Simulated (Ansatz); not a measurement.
Ansatz (a program for electronic structure) input (B3LYP-D3(BJ)/def2-TZVP):

Ansatz 0.2 input:
```yaml
crystal:
  periodic: [false, false, false]
  atoms:
    - {symbol: C, position_ang: [2.06485294, -0.79352510, 0.17621715]}
    - {symbol: C, position_ang: [0.66891418, -0.30794989, 0.13430957]}
    - {symbol: C, position_ang: [-0.42644459, -0.97335487, -0.62087806]}
    - {symbol: C, position_ang: [-1.66975902, -0.15573383, -0.25802303]}
    - {symbol: C, position_ang: [-1.12130755, 1.25224322, -0.02001849]}
    - {symbol: C, position_ang: [0.22560207, 1.00814961, 0.66906365]}
    - {symbol: H, position_ang: [2.65349776, -0.41906998, -0.67278356]}
    - {symbol: H, position_ang: [2.56470983, -0.45786236, 1.08498111]}
    - {symbol: H, position_ang: [2.09823991, -1.88209220, 0.13444553]}
    - {symbol: H, position_ang: [-0.24270619, -0.92924755, -1.70539588]}
    - {symbol: H, position_ang: [-0.53057185, -2.03301703, -0.36617433]}
    - {symbol: H, position_ang: [-2.43317975, -0.17991866, -1.03472046]}
    - {symbol: H, position_ang: [-2.10568909, -0.54115312, 0.66524983]}
    - {symbol: H, position_ang: [-0.95755093, 1.74859243, -0.97816379]}
    - {symbol: H, position_ang: [-1.79561991, 1.86751006, 0.57439213]}
    - {symbol: H, position_ang: [0.94956194, 1.80613666, 0.47525234]}
    - {symbol: H, position_ang: [0.09162478, 0.96499345, 1.76012740]}
basis:
  gaussian:
    orbitals: def2-TZVP
hamiltonian:
  xc: b3lyp
  dispersion: d3bj
magnetization: {spin_polarized: true, initial_magnetization: 1}
relax: {f_tol: 0.002, max_steps: 150}
```

End of the output:

```
Atom 3 at    -1.679947    -0.161903    -0.259579 Å, force     0.000120     0.000150    -0.000153 eV/Å
Atom 4 at    -1.139405     1.253919    -0.007699 Å, force     0.000034     0.000012    -0.000186 eV/Å
Atom 5 at     0.233215     1.022350     0.653588 Å, force    -0.000068    -0.000018     0.000054 eV/Å
Atom 6 at     2.668902    -0.437667    -0.643679 Å, force     0.000046     0.000045    -0.000018 eV/Å
Atom 7 at     2.574857    -0.483615     1.111299 Å, force    -0.000115     0.000012    -0.000007 eV/Å
Atom 8 at     2.112766    -1.901776     0.158230 Å, force     0.000085    -0.000052    -0.000042 eV/Å
Atom 9 at    -0.237829    -0.896142    -1.721478 Å, force    -0.000103    -0.000066    -0.000069 eV/Å
Atom 10 at    -0.523594    -2.039193    -0.424049 Å, force     0.000188    -0.000126     0.000049 eV/Å
Atom 11 at    -2.457681    -0.191024    -1.023613 Å, force    -0.000116     0.000236     0.000014 eV/Å
Atom 12 at    -2.108507    -0.563829     0.662510 Å, force     0.000071    -0.000108     0.000079 eV/Å
Atom 13 at    -1.001191     1.766867    -0.963381 Å, force    -0.000116     0.000035     0.000040 eV/Å
Atom 14 at    -1.810133     1.865823     0.596489 Å, force     0.000071     0.000094    -0.000009 eV/Å
Atom 15 at     0.950846     1.817903     0.419143 Å, force    -0.000133     0.000001    -0.000075 eV/Å
Atom 16 at     0.143746     1.020075     1.750875 Å, force    -0.000077    -0.000104    -0.000019 eV/Å
Dipole moment:     0.003119     0.011834    -0.014054 e Å
```

It need not be the lowest isomer of its formula.
